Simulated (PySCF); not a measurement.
Two structures of BH$_{2}$Cl$_{3}$, singlet, reached by relaxing down either side of one saddle point (PBE0-D4/def2-TZVP). Energies are electronic, without zero-point energy. Computed with PySCF 2.14 with density fitting (its default auxiliary sets; JK sets also for MP2 and CCSD(T)) (basis: def2-TZVPP and def2-QZVPP); correlated methods freeze the cores. Extrapolation: Hartree–Fock as exp(−7.88 √X), correlation as X^−2.97. First:

B1  (0.302, 0.804, -0.640)
Cl2  (1.945, 0.240, -0.676)
Cl3  (-0.835, 0.240, -1.825)
Cl4  (-0.202, 1.936, 0.576)
H5  (-0.266, -1.785, 1.324)
H6  (-0.939, -1.465, 1.280)
(Å)

Second:

```tsv
atom	x (Å)	y (Å)	z (Å)
B1	-0.8243	0.6940	-0.2371
Cl2	1.8832	-1.2038	0.3208
Cl3	-0.8789	0.4698	-1.9569
Cl4	-0.1886	2.1566	0.4462
H5	1.2295	-2.0096	1.0696
H6	-1.2652	-0.1443	0.4781
```

Which bonds change from the first to the second?

BCl₃ ([Cl][B]([Cl])[Cl]) + H₂ → BHCl₂ ([Cl][BH][Cl]) + HCl; bonds formed: B1–H6, Cl2–H5; bonds broken: B1–Cl2, H5–H6.

Give the saddle point's structure and its height above each. (An estimate is asked for; the value comes from the calculation.)

By the calculation: 161.9 kJ/mol above the first and 113.2 kJ/mol above the second (CCSD(T) at an estimated basis limit (MP2 extrapolated from triple and quadruple zeta, plus CCSD(T) − MP2 in triple zeta)).
```
6
angstrom
B -0.2621 0.2367 -0.0957
Cl 1.7457 -0.3744 -0.1945
Cl -1.0169 0.0364 -1.6717
Cl -0.3747 1.7467 0.7992
H 0.4779 -0.8903 0.4920
H -0.5699 -0.7551 0.6707
```

No T1 diagnostic of these runs exceeds 0.012. The start structure is not quite a true minimum (one mode of 29i cm⁻¹). The end structure is not quite a true minimum (one mode of 54i cm⁻¹).

Labels in which every atom is bracketed show which atoms are joined, not bond orders.

For scale, one of the runs: CCSD(T)/def2-TZVPP, 185 basis functions, launched by `OMP_NUM_THREADS=4 python run.py`. The run took 4.1 min on 4 CPU threads of an Arm Neoverse V2 (shared host), with 2 GiB of host memory at its peak.
